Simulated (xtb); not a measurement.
C$_{2}$H$_{4}$Cl, doublet, geometry from GFN2-xTB, atoms displaced at random by about 0.1 Å a coordinate. Base run: xtb with GFN1-xTB.

Here is a job for xtb.
```
$ xtb mol.xyz --gfn 1 --uhf 1 --opt --json

# file mol.xyz
7

C      0.06268436     0.74683457    -0.23473027
C      1.57136042     0.64713436    -0.18739165
Cl    -0.68240345    -0.95103624     0.16413206
H     -0.51129385     1.37554405    -0.65826359
H      1.85662057     1.63843583    -0.03971781
H      1.92786886     0.06216346     0.92989959
H      1.94852854     0.09518662    -0.84753486
```

Variants of this job, named by their change:

| change | ΔE vs base (kcal/mol) | optimiser steps |
|---|---|---|
| base | 0.000 | 16 |
| opt level = extreme | -0.001 | 21 |
| opt level = crude | 0.175 | 5 |
| opt level = loose | 0.083 | 7 |
| opt level = vtight | -0.001 | 20 |
| opt level = lax | 0.078 | 8 |
| engine = lbfgs | 0.000 | - |
| engine = inertial | 0.074 | - |
| alpb = water | 0.154 | 15 |
| opt level = sloppy | 0.083 | 7 |
